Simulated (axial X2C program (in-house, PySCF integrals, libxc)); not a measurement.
Working with the constants of ICl⁺

A bond curve at the PBE0 level, with spin–orbit coupling, was computed with an in-house all-electron X2C program for linear molecules (integrals from PySCF) (basis I dyall-cv3z [11s12p8d4f1g], Cl dyall-av3z [9s8p3d2f] (cores contracted in-house)) for the state Ω = 3/2 (⟨Sz⟩ = 0.51, ⟨Lz⟩ = 0.99 at PBE0). Its fit gives Re = 2.2406 Å, ωe = 447.7 cm⁻¹, ωexe = 1.38 cm⁻¹ and αe = 4.890e-04 cm⁻¹; the masses are 126.9045 and 34.9689 u. Two-component means X2C with spin–orbit coupling and atomic mean-field Coulomb and Gaunt terms.

Q: Find the reduced mass, Be and the force constant.

A: From the PBE0 values: μ = 27.4147 u. Be = 16.8576/(μ Re²) = 0.1225 cm⁻¹. k = 5.8918×10⁻⁷ μ ωe² = 3.24 mdyn/Å.

Q: Estimate De from a Morse curve and compare with the computed well depth of 2.687 eV to I+ + Cl.

A: De(Morse) = ωe²/(4ωexe) = 4.502 eV against 2.687 eV computed, a ratio of 1.68. The extrapolation overshoots: the well softens faster than a Morse curve, or the lowest atomic limit lies below the one to which the curve heads.

Q: Where do the fundamental and the first overtone lie?

A: ν(1←0) = ωe − 2ωexe = 444.9 cm⁻¹; ν(2←0) = 2ωe − 6ωexe = 887.1 cm⁻¹.

Q: Estimate the centrifugal constant by the Kratzer relation.

A: D = 4Be³/ωe² = 3.67e-08 cm⁻¹.

Q: A Morse curve ties αe to the other constants (Pekeris). How well does that hold?

A: αe(Morse) = 6Be²/ωe × (√(ωexe/Be) − 1) = 4.738e-04 cm⁻¹; the PBE0 curve gives 4.890e-04 cm⁻¹, a ratio of 0.97.

Occupations by symmetry block were frozen at the best pattern of an incomplete PBE0 search. Dissociation energies refer to the lowest single-determinant-based atoms at the same level and basis. Density functionals use the spin component along the axis (collinear). In 2c an atomic determinant is not the ground J level, so De misses part of the atomic spin–orbit lowering. This holds for PBE0. Without a current term, density functionals place determinants with orbital angular momentum somewhat too high.
